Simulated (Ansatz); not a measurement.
`S[S][In]([Br])[Br]` + `[OH][GeH2][Br]` → `[Br][In]([Br])[Br]` + `[OH][GeH2][S]S`  (redistribution)

Program: Ansatz. Geometries: PBE0-D4/def2-TZVP. ΔE: electronic, gas phase. CBS: MP2 limit from def2 TZ/QZ plus the TZ coupled-cluster correction, frozen cores. DFT in def2-TZVPP. Elements past krypton have def2 core potentials. For Br, Ge, In outer-core shells are correlated without core-valence functions, which leaves a few kJ/mol of doubt a bond. Scalar relativity is left out up to krypton. One conformer a species, not always the lowest.

```csv
level,ΔE (kJ/mol)
r2SCAN0,-9.0
BHLYP,-9.8
CAM-B3LYP,-8.8
SCS-MP2/def2-TZVPP,-8.0
```

Problem. What does CCSD(T)/CBS give? (Estimate.)

Solution. Ansatz gave: -11.1 kJ/mol. The listed levels differ from it by 2.1, 1.3, 2.3, 3.1 kJ/mol.

Largest T1 diagnostic among the species: 0.012.

In def2-TZVPP, CCSD(T) changes the Hartree–Fock value by +4.8 kJ/mol (the triples alone add +0.9 kJ/mol) and MP2 by +6.1 kJ/mol. Leaving LDA and LC-ωPBE aside and taking each functional with its dispersion term where it has one, the values, not all of them listed here, spread over 8.4 kJ/mol, from ωB97X-V to BLYP-D4.
